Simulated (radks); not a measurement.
Task: Tm3+, configuration [Kr] 4d9 4f13 5s2 5p6 (not the ground configuration). All-electron calculation, scalar-relativistic Kohn-Sham, PBEsol, spin-polarised, spherical densities, finite nucleus; open shells are filled with parallel spins first (spin-orbit coupling, left out, can overturn this in heavy ions); Fermi nuclear charge, rms radius 5.2256 fm. Program: a radial shooting solver on a logarithmic mesh with Libxc functionals. Some entries of the table are withheld. Estimate them.

orbital  occ.  eigenvalue (hartree)  r(max) (bohr)  <1/r> (bohr^-1)
1s up       1             -2178.967        0.01262            79.04
1s down     1             -2178.966        0.01262            79.04
2s up       1             -368.8882        0.07192            18.42
2s down     1             -368.8643        0.07191            18.42
2p up       3             -325.9761        0.05855            16.96
2p down     3             -325.9568        0.05855            16.96
3s up       1             -83.93362         0.2033            6.799
3s down     1             -83.90346         0.2033            6.800
3p up       3             -70.93593         0.2002            6.342
3p down     3             -70.90466         0.2002            6.343
3d up       5             -54.88002         0.1631            6.011
3d down     5             -54.84662         0.1632            6.012
4s up       1             -17.60112         0.4641            2.877
4s down     1             -17.51597         0.4641            2.876
4p up       3             -13.32029         0.4853            2.631
4p down     3             -13.23722         0.4853            2.629
4d up       5              -7.63112         0.5002            2.329
4d down     4              -7.55122         0.5003            2.326
5s up       1              -3.10551          1.078              (1)
5s down     1              -3.08224          1.081              (2)
5p up       3              -2.08247          1.226           0.9295
5p down     3              -2.06711          1.231           0.9244
4f up       7              -1.38376            (3)              (4)
4f down     6              -1.32000            (5)              (6)

Result: 
(1) 5s up <1/r> (bohr^-1): 1.105
(2) 5s down <1/r> (bohr^-1): 1.099
(3) 4f up r(max) (bohr): 0.4907
(4) 4f up <1/r> (bohr^-1): 1.770
(5) 4f down r(max) (bohr): 0.4916
(6) 4f down <1/r> (bohr^-1): 1.754
